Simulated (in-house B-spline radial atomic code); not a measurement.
Successive ionisation energies of cerium; each step leads to the configuration of the next row (after the last: [Kr] 4d4). NIST's values go from ground level to ground level; the uncertainty of those that are theory runs from under 0.1 % in few-electron ions to several per cent in heavy many-electron ones. Computed with an all-electron radial atomic-structure program (B-spline basis): non-relativistic Hartree-Fock, average of the configuration, point nuclei.

Some pairs differ by more than the removed electron.

This level leaves out relativity, spin-orbit splitting included, which matters for heavy ions.

| ion | configuration | ionisation energy (eV) | tabulated value (eV) | tabulated kind | computed minus tabulated (eV) | highest orbital | largest mean radius (bohr) |
| --- | --- | --- | --- | --- | --- | --- | --- |
| Ce | [Xe] 4f1 5d1 6s2 | 4.0 | 5.5386 | measured | -1.5 | 6s | 4.8685 |
| Ce+ | [Xe] 4f1 5d2 | 8.8 | 10.956 | semi-empirical | -2.2 | 5d | 2.7888 |
| Ce2+ | [Xe] 4f2 | 20.4 | 20.1974 | semi-empirical | 0.2 | 4f | 1.8384 |
| Ce3+ | [Xe] 4f1 | 38.8 | 36.906 | semi-empirical | 1.9 | 4f | 1.7511 |
| Ce4+ | [Kr] 4d10 5s2 5p6 | 65.1 | 65.55 | semi-empirical | -0.5 | 5p | 1.6731 |
| Ce5+ | [Kr] 4d10 5s2 5p5 | 78.3 | 77.6 | semi-empirical | 0.7 | 5p | 1.6334 |
| Ce6+ | [Kr] 4d10 5s2 5p4 | 92.0 | 91 | tabulated theory | 1.0 | 5p | 1.5978 |
| Ce7+ | [Kr] 4d10 5s2 5p3 | 106.1 | 106 | tabulated theory | 0.1 | 5p | 1.5649 |
| Ce8+ | [Kr] 4d10 5s2 5p2 | 120.7 | 125 | tabulated theory | -4.3 | 5p | 1.5342 |
| Ce9+ | [Kr] 4d10 5s2 5p1 | 135.7 | 140 | tabulated theory | -4.3 | 5p | 1.5055 |
| Ce10+ | [Kr] 4d10 5s2 | 166.4 | 172 | tabulated theory | -5.6 | 5s | 1.3986 |
| Ce11+ | [Kr] 4d10 5s1 | 183.7 | 192.24 | semi-empirical | -8.5 | 5s | 1.3755 |
| Ce12+ | [Kr] 4d10 | ? | ? | tabulated theory | ? | ? | ? |
| Ce13+ | [Kr] 4d9 | 345.3 | 340 | tabulated theory | 5.3 | 4d | 0.70513 |
| Ce14+ | [Kr] 4d8 | 376.4 | 371 | tabulated theory | 5.4 | 4d | 0.695 |
| Ce15+ | [Kr] 4d7 | ? | ? | tabulated theory | ? | ? | ? |
| Ce16+ | [Kr] 4d6 | ? | ? | tabulated theory | ? | ? | ? |
| Ce17+ | [Kr] 4d5 | 473.8 | 472 | tabulated theory | 1.8 | 4d | 0.66693 |

Question: Fill in the row of Ce12+.

Answer: ionisation energy (eV): 314.9; tabulated value (eV): 312; computed minus tabulated (eV): 2.9; highest orbital: 4d; largest mean radius (bohr): 0.71606.

Question: Fill in the row of Ce15+.

Answer: ionisation energy (eV): 408.2; tabulated value (eV): 403; computed minus tabulated (eV): 5.2; highest orbital: 4d; largest mean radius (bohr): 0.68528.

Question: Fill in the row of Ce16+.

Answer: ionisation energy (eV): 440.7; tabulated value (eV): 435; computed minus tabulated (eV): 5.7; highest orbital: 4d; largest mean radius (bohr): 0.67594.

Question: Where is the largest jump?

Answer: From Ce+ to Ce2+, by a factor of 2.32 (8.7926 to 20.355 eV); the highest orbital goes from 5d to 4f.

Question: How far is this level of theory from the measured and semi-empirical values?

Answer: Over those 7 rows the differences run from -8.53 to +1.89 eV (mean absolute value 2.2 eV). The calculation leaves out relativity, correlation and, in open shells, the multiplet splittings that an average leaves out.
